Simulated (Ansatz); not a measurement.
# Exact exchange and the vertical ionisation energy of BNH3ClO

BNH3ClO has 7 atoms, charge 0, and is taken as a singlet. SMILES: `NB(O)Cl`. The shape is that of a PBE0-D4/def2-TZVP optimisation. This is one conformer, not always the lowest.

The vertical ionisation energy (to the doublet cation) y, in eV, basis def2-SVPD; a is the functional's share of exact exchange. Programs: Ansatz 0.2.0.

```
functional  program     a  y (eV)
    r2SCAN   Ansatz     0   10.35
       PBE   Ansatz     0   10.26
     B3LYP   Ansatz   0.2       ?
      PBE0   Ansatz  0.25   10.53
     BHLYP   Ansatz   0.5   10.56
```

Task: Fit y = c + s·a to the known rows and predict B3LYP.

Result: 
1. Means of the 4 rows: a = 0.1875, y = 10.425.
2. Σ(Δa)² = 0.17188, Σ(Δa·Δy) = 0.09375, so the slope is 0.09375/0.17188 = 0.54544.
3. Intercept: 10.425 − (0.54544) × 0.1875 = 10.323. The largest residual of the fit is 0.071.
4. B3LYP: 10.323 + (0.54544) × 0.2 = 10.43 eV.

The run gave 10.53 eV, so the prediction is off by -0.10 eV, about the largest residual. The rows mix families of semi-local functionals, which the line can't see.
